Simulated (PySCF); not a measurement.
H2BrFSi, SMILES [SiH2](Br)F, PBE/def2-SVP optimised geometry.

```
5

F      1.19    -0.71     0.00
Si    -0.45    -0.71     0.00
Br    -1.19     1.38     0.00
H     -0.92    -1.38     1.25
H     -0.91    -1.38    -1.25
```

Density from PBE/def2-TZVP in PySCF 2.14.0 at that geometry.

Minimum of the electron density along straight lines between bonded atoms, close to the bond critical point (lines longer than 1.1 times the sum of covalent radii, or with two minima, are not listed):

```tsv
bond	length / Å	ρ at the minimum / e bohr⁻³	∇²ρ there / e bohr⁻⁵	position (fraction from the first atom)
F1–Si2	1.633	0.129	?	0.58
Si2–Br3	2.224	0.091	?	0.36
Si2–H4	1.495	0.124	0.09	0.49
Si2–H5	1.495	0.124	0.09	0.49
```

Task: Fill in the missing entries.

Result: 
- F1–Si2, ∇²ρ there / e bohr⁻⁵: 0.83
- Si2–Br3, ∇²ρ there / e bohr⁻⁵: 0.05
